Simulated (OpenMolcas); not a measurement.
# Potential curves of SbN: spin-free states

Computed with OpenMolcas 26.06: state-averaged CASSCF(8,7) over Sb 5p, N 2s 2p, XMS-CASPT2 (IPEA 0.25, imaginary shift 0.2 hartree), scalar X2C, ANO-RCC-VTZP, then RASSI spin–orbit state interaction with atomic mean-field integrals. C2 symmetry about the axis (a holds Σ, Δ, Γ; b holds Π, Φ, H; Σ⁺ and Σ⁻ are not told apart); roots by multiplicity and irrep: 1a 5, 3a 6, 3b 4, 1b 2, 5a 1, 5b 2.

XMS-CASPT2 energies in eV from the lowest point. Curves are followed by energy order within each symmetry, so they are adiabatic and may change character at avoided crossings; Σ⁺ and Σ⁻ are counted together.

| R (Å) | (1)1Σ | (1)3Σ | (1)3Δ | (1)3Π | (1)5Σ |
| --- | --- | --- | --- | --- | --- |
| 1.566 | 2.186 | 5.869 | 6.630 | 5.420 | 9.883 |
| 1.657 | 0.815 | 3.964 | 4.755 | 4.008 | 7.324 |
| 1.739 | 0.210 | 2.917 | 3.748 | 3.328 | 5.778 |
| 1.821 | 0.000 | 2.307 | 3.166 | 3.023 | 4.724 |
| 1.912 | 0.060 | 1.972 | 2.871 | 2.971 | 3.963 |
| 2.003 | 0.304 | 1.874 | 2.813 | 3.116 | 3.505 |
| 2.131 | 0.800 | 1.972 | 2.969 | 3.478 | 3.195 |

Q: With masses 120.904 and 14.003 u, fit the curves (1)1Σ, (1)3Σ, (1)3Δ near their minima.

A: At XMS-CASPT2, Te from the lowest curve (the fit fixes ωe to a per cent or two; the method's Re and ωe can be off by some per cent):

| curve | Te (cm⁻¹) | Re (Å) | ωe (cm⁻¹) |
| --- | --- | --- | --- |
| (1)1Σ | 0 | 1.843 | 844.8 |
| (1)3Σ | 15180 | 2.010 | 605.5 |
| (1)3Δ | 22740 | 1.985 | 647.3 |

The 5 lowest clean curves are shown; the next is (2)3Σ, from 3.58 eV. Only roots inside an energy window near the equilibrium distance were included, so the list of states is not complete; labels number the states computed. Each spin and symmetry block has orbitals of its own, averaged over its own roots, so gaps between blocks are less sure than gaps within one and near the minimum can be off by tenths of an eV, in bad cases by more. No Rydberg orbitals are active, so Rydberg states, and σ→σ* states whose orbital the CASSCF left unused, can be missing between those listed. CASPT2 splits the two components of degenerate states numerically, here by up to 218 cm⁻¹. Points that failed a check (symmetry, reference weights, a jump) are left out.
